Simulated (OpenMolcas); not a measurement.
Mo5+: moving or changing the point charges

Mo5+ among 2 point charges of -2 e arranged as a linear pair (D∞h), 2.04 Å from the ion.
```
   0.0000    0.0000    2.0400  -2.00
   0.0000    0.0000   -2.0400  -2.00
```

* Program: OpenMolcas
* Method: CASSCF
* Basis: ANO-RCC-VTZP [7s6p4d2f1g]
* Scalar Hamiltonian: DKH2, point nucleus
* Active space: 1 electron in 5 orbitals (4d)
* State averaging: 2S+1 = 2 even, 5 roots
* Spin-orbit coupling: RASSI with atomic mean-field integrals over the reference wave functions

Runs around this geometry, states (labels by Λ). Energies in cm-1 above the lowest state or level, χT in cm3 K/mol.

```tsv
R (Å)	q (e)	Ground state	First state of that spin	First gap with spin-orbit (degeneracies)	χT at 300 K
2.04	-1.3	2Δ	2Π 8188	2033 (2, 2)	0.179
1.87	-2	2Δ	2Π 15791	1936 (2, 2)	0.179
2.04	-2	2Δ	2Π 12624	1972 (2, 2)	0.179
2.26	-2	2Δ	2Π 9618	2012 (2, 2)	0.178
```

Taking the first state of the same spin as R^-n, n = -ln(9618 / 15791) / ln(2.26 / 1.87) = 2.6 between the shortest and longest distance.

Scaling the charges by -1.3 / -2 = 0.65 scales the first state of the same spin by 8188 / 12624 = 0.65; with fixed orbitals a first-order splitting would follow the charge.

Point charges carry no covalency, so the field is a model and not that of real ligands. No measured value stands beside these numbers.
